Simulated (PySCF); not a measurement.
# Calculated properties of `CCC#CCC#[O+]`

Compound: C6H7O (charge +1).
Bonds: C1–C2, C2–C3, C3–C4 (triple), C4–C5, C5–C6, C6–O7 (triple). Hydrogens: H8, H9, H10 on C1; H11, H12 on C2; H13, H14 on C5.

Some functional groups and rings: alkyne.

**GFN2-xTB geometry**

```yaml
Point_group_of_the_GFN2-xTB_geometry: C1
Rotational_constants_A_B_C_of_the_GFN2-xTB_geometry: 5.754, 1.279, 1.105 GHz
```

**PBE0/def2-SVPD ground state and vertical TDDFT (core frozen in the response) (PySCF)**

```yaml
HOMO_energy: -12.79 eV
LUMO_energy: -7.67 eV
HOMO–LUMO_gap: 5.12 eV
Lowest_singlet_excitation: 3.92 eV (316 nm, f = 0.002)
Strongest_line_among_the_6_lowest_singlet_transitions: S4 at 4.86 eV (255 nm, f = 0.213)
Lowest_triplet_excitation_Tamm–Dancoff: 3.65 eV
Static_isotropic_polarisability: 70.8 au
Electronic_spatial_extent_⟨r²⟩_about_the_centre_of_nuclear_charge: 1017 bohr²
```

From PBE0/pcSseg-1 ground state and GIAO shieldings, non-relativistic (PySCF):

```yaml
Lowest_Hirshfeld_atomic_charge: -0.09 e on C1
Highest_Hirshfeld_atomic_charge: +0.41 e on C6
13C_chemical_shifts_computed_TMS_as_zero_by_class: 161.8 (C6), 133.3 (C3), 55.2 (C4), 16.9 (C2), 14.2 (C1), 10.8 (C5) ppm
1H_chemical_shifts_computed_TMS_as_zero_by_class: 5.38 (H13/H14), 3.06 (H11/H12), 1.68 (H8/H9/H10) ppm
Isotropic_shieldings_of_nuclei_other_than_C_and_H_by_class: -51 (O7) ppm
Mayer_bond_orders_between_heavy_atoms: C1–C2 1.04, C2–C3 1.16, C3–C4 2.37, C4–C5 0.99, C5–C6 1.12, C6–O7 2.44
```

Monoisotopic mass of the ion (most abundant isotopes, electron mass counted): 95.0491 u.

S1 lies 1.20 eV below the HOMO–LUMO gap; its leading configuration is HOMO−1→LUMO, weight 0.52, beside HOMO→LUMO, weight 0.45. The rotational constants make it an asymmetric top with κ = (2B − A − C)/(A − C) = -0.93, nearer the prolate limit (−1). The principal polarisabilities are 48.5, 61.3 and 102.8 au; their mean is the isotropic value. In wavenumbers S1 is 31600 cm⁻¹ (1 eV = 8065.54 cm⁻¹). With B = h/(8π²I), that is 505.379 GHz u Å² over I, the principal moments of inertia are 87.8, 395.2 and 457.2 u Å² (most abundant isotopes). The largest Löwdin shares of the LUMO are 0.42 on C6, 0.33 on O7, 0.12 on C5 and 0.05 on H14. No computed singlet falls in the visible range (750 to 380 nm, 1.65 to 3.26 eV); S1 lies 0.66 eV above its blue end.

Isolated species at its GFN2-xTB geometry, gas phase. NMR classes are plain means over equivalent atoms (diastereotopic ones count apart unless rotation or inversion swaps them), as if these changed places fast; in this geometry the members of some classes differ.

For the NMR shielding job (PBE0/pcSseg-1), time: 15 s wall; peak memory 0.71 GiB. Hardware: one thread of an Arm Neoverse V1, shared host with 32 logical CPUs at a one-minute load of 7.9.
